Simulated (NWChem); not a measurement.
A series in which one site is exchanged, each optimised at PBE0/def2-SVP with NWChem, gas phase unless a solvent is named. For some, no frequency run checked for a minimum. def2 effective core potentials on I; no spin-orbit coupling.

A: [Cl][GaH][Cl] (GaHCl2; site = H)
B: [Cl][Ga]([Cl])[I] (GaICl$_{2}$; site = I)
C: [Ga]([Cl])([Cl])[F] (GaCl₂F; site = F)
D: [Cl][Ga]([Cl])[Cl] (GaCl₃; site = Cl)

```tsv
quantity	A	B	C	D
dipole (D), PBE0/def2-SVP	___	0.89	0.81	0.00
orbital gap (eV), PBE0/def2-SVP	___	6.06	7.62	7.42
static polarisability, PBE/def2-SVPD (bohr³)	___	94.8	55.5	71.0
lowest singlet excitation, PBE/def2-SVPD, TDA (eV)	___	4.07	5.29	5.08
```

Task: Fill in the missing entries.

Result: 
- dipole (D), PBE0/def2-SVP, A: 1.70
- orbital gap (eV), PBE0/def2-SVP, A: 7.40
- static polarisability, PBE/def2-SVPD (bohr³), A: 58.4
- lowest singlet excitation, PBE/def2-SVPD, TDA (eV), A: 5.26
